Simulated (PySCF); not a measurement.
Delta-SCF ions had no search for a lower state. Excitations are Tamm–Dancoff values on a coarser integration grid. The basis has no diffuse functions, so Rydberg states are missing or too high.

**C₄H₆BN, SMILES `C(/B)=C\CC#N` (charge 0, multiplicity 1)**

Calculation: CAM-B3LYP-D3(BJ)/def2-TZVP (PySCF 2.14.0).

- HOMO: -10.08 eV
- dipole moment: 3.40 D
- HOMO–LUMO gap: 8.79 eV
- LUMO: -1.29 eV
- S1 excitation (TDA): 5.55 eV
- S1 oscillator strength: 0.000
- brightest of the four lowest singlets (TDA): 6.28 eV
- T1 excitation (TDA): 3.70 eV
- S1–T1 gap (TDA): 1.84 eV
- vertical ionisation energy (Delta-SCF): 10.92 eV
- total energy: -235.5384 Ha
- cost: around 8 core-minutes (rough)

```xyz
12

B      2.4230     0.0677     0.0043
C      1.0120    -0.5256    -0.0629
C     -0.0477     0.1983     0.3001
C     -1.4641    -0.3010     0.3026
C     -2.3730     0.6108    -0.3852
N     -3.0747     1.3337    -0.9263
H      2.5570     1.1922     0.3767
H      3.3824    -0.5668    -0.3033
H      0.8362    -1.5426    -0.4052
H      0.0907     1.2208     0.6373
H     -1.5286    -1.2856    -0.1604
H     -1.8132    -0.4017     1.3346
```
Charge 0, spin multiplicity 1.
